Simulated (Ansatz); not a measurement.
Cartesian coordinates (Å):
SMILES: [F][Sn]([F])([F])[Cl]
```xyz
5

F     -1.2926    -1.0998    -0.8435
Sn    -0.0324     0.0031     0.0147
F     -0.0204    -0.4767     1.8342
F     -0.6746     1.7687    -0.0910
Cl     2.0200    -0.1954    -0.9144
```
Charge 0, multiplicity 1.

Calculation: frozen-core CCSD(T)/def2-TZVPP // PBE0-D3(BJ)/def2-TZVP in Ansatz (a quantum-chemistry and plane-wave program).

```yaml
HF energy: -971.45354 Ha
MP2 correlation energy: -1.24755 Ha
```

Task: Estimate the CCSD correlation energy, the (T) correction, the total energy and the T1 diagnostic.

Result: 
| Property | Value |
|---|---|
| CCSD correlation energy | -1.24976 Ha |
| (T) correction | -0.04032 Ha |
| CCSD(T) total energy | -972.74362 Ha |
| T1 diagnostic | 0.014 |
